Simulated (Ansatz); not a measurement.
A structure relaxed at PBE0-D4/def2-TZVP, charge 0, multiplicity 1:

| atom | x (Å) | y (Å) | z (Å) |
| --- | --- | --- | --- |
| C1 | 0.4616 | -1.5937 | 0.5812 |
| Si2 | 0.8150 | 0.1472 | 0.0219 |
| Cl3 | 1.6328 | 1.2060 | 1.6017 |
| Ge4 | -1.1438 | 1.2969 | -0.6857 |
| H5 | -0.2660 | -1.6009 | 1.3951 |
| H6 | 1.3771 | -2.0763 | 0.9304 |
| H7 | 0.0570 | -2.1785 | -0.2496 |
| H8 | 1.8336 | 0.1487 | -1.0608 |
| H9 | -1.7881 | 0.5706 | -1.8813 |
| H10 | -2.1703 | 1.3456 | 0.4583 |
| H11 | -0.8090 | 2.7344 | -1.1112 |

Give its formula and SMILES.

CH7ClGeSi, `C[SiH](Cl)[GeH3]`.

Summarise the bond lengths by kind.

1 × C–Si 1.862 Å; 3 × C–H 1.092 to 1.094 Å; 1 × Cl–Si 2.070 Å; 1 × Ge–Si 2.379 Å; 1 × H–Si 1.487 Å; 3 × Ge–H 1.536 to 1.540 Å.

Program: Ansatz 0.2.0.
